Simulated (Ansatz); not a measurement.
Species: AlN2H5, charge 0, singlet. AlN2H5 (SMILES [NH2][AlH][NH2]).
B3LYP-D3(BJ)/def2-TZVP minimum from Ansatz (a first-principles code):
```
Al
N 1 1.7730
H 2 1.0076 1 126.34
H 2 1.0077 3 110.02 1 180.00
N 1 1.7730 2 120.18 3 0.00
H 5 1.0076 1 126.34 2 0.00
H 5 1.0077 6 110.02 1 180.00
H 1 1.5732 2 119.91 3 -180.00
```
Charge 0, spin multiplicity 1.

Total energies in cc-pV(D+d)Z, 18 correlated electrons, 7 frozen orbitals. Radicals and triplets start from unrestricted determinants; spin-orbit coupling is neglected. Correlated methods leave the cores frozen. No relativity.

```csv
method,program,energy (Eh),minus CCSDT(Q) (mEh)
HF,Ansatz,-353.80682,458.34
MP2,Ansatz,-354.22123,43.93
CCSD,Ansatz,-354.25307,12.09
CCSD(T),Ansatz,-354.26338,1.78
CCSDT(Q),Ansatz,-354.26516,0.00
```

Rough core times of Ansatz's runs on a shared machine: CCSD(T) under 20 s, CCSDT(Q) 3 min.
